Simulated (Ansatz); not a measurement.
```xyz
17

C    -0.0053   -0.3210   -2.5388
C     0.0020    0.5183   -1.2871
C    -0.0050   -0.3207    0.0039
C    -0.0099    0.5183    1.2776
C     0.0092   -0.3171    2.5444
H     0.0036    0.3030   -3.4437
H     0.8939   -0.9743   -2.5900
H    -0.8966   -0.9740   -2.5939
H    -0.8768    1.1947   -1.2767
H     0.8858    1.1821   -1.2671
H     0.8900   -0.9848   -0.0006
H    -0.8883   -0.9878    0.0028
H    -0.8831    1.1782    1.2802
H     0.8797    1.1839    1.2840
H     0.0032    0.3049    3.4584
H    -0.8916   -0.9721    2.6062
H     0.8935   -0.9655    2.6022
```

Basis set: 6-31G* (spherical functions). Frozen core: 5 orbitals. Charge 0, multiplicity 1.

Computed with Ansatz (development build ahead of 0.2.0); each method stands on the lowest determinant of its kind that the runs found. Restricted open shells among the atoms or ions are ROHF, correlated in semicanonical orbitals with singles.

The atomization energy at this shape (free ground-state atoms in the same class of orbitals less the molecule, no zero-point energy) of singlet C₅H₁₂:

| method | atomization energy |
| --- | --- |
| RHF-MP2 | 6166.6 kJ/mol |

(1) What does RHF give?

Answers

(1) 5159.7 kJ/mol.
